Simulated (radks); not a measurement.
Question: The mean radii <r> (bohr) of the occupied orbitals of an atom or ion are listed with their occupations. Calculated with a radial shooting solver on a logarithmic mesh with Libxc functionals: scalar-relativistic Kohn-Sham, r2SCAN, spin-polarised, spherical densities, finite nucleus; meta-GGA in the generalised Kohn-Sham scheme; Fermi nuclear charge, rms radius of each element as measured or else 0.836 A^(1/3) + 0.57 fm.

| orbital | occ. | <r> |
|---|---|---|
| 1s down | 1 | 0.02191 |
| 1s up | 1 | 0.02191 |
| 2s down | 1 | 0.09327 |
| 2s up | 1 | 0.09327 |
| 2p down | 3 | 0.08239 |
| 2p up | 3 | 0.08239 |
| 3s up | 1 | 0.2438 |
| 3s down | 1 | 0.2437 |
| 3p up | 3 | 0.2424 |
| 3p down | 3 | 0.2423 |
| 3d up | 5 | 0.2209 |
| 3d down | 5 | 0.2208 |
| 4s up | 1 | 0.5383 |
| 4s down | 1 | 0.5385 |
| 4p up | 3 | 0.5627 |
| 4p down | 3 | 0.5630 |
| 4d up | 5 | 0.5901 |
| 4d down | 5 | 0.5904 |
| 4f up | 1 | 0.6126 |

Name the element and its charge. Open shells, if any, are filled with parallel spins first.

Answer: Z = 64, gadolinium, charge +17: Gd17+ in [Kr] 4d10 4f1. The 1s radius gives Z: for a bare nucleus <r> = (2 gamma + 1)/(2Z) with gamma = sqrt(1 - (Z/c)^2), 0.02163 bohr for Z = 64, and screening makes it slightly larger (0.02191 here). The occupations add up to 47, and the charge is Z minus that.
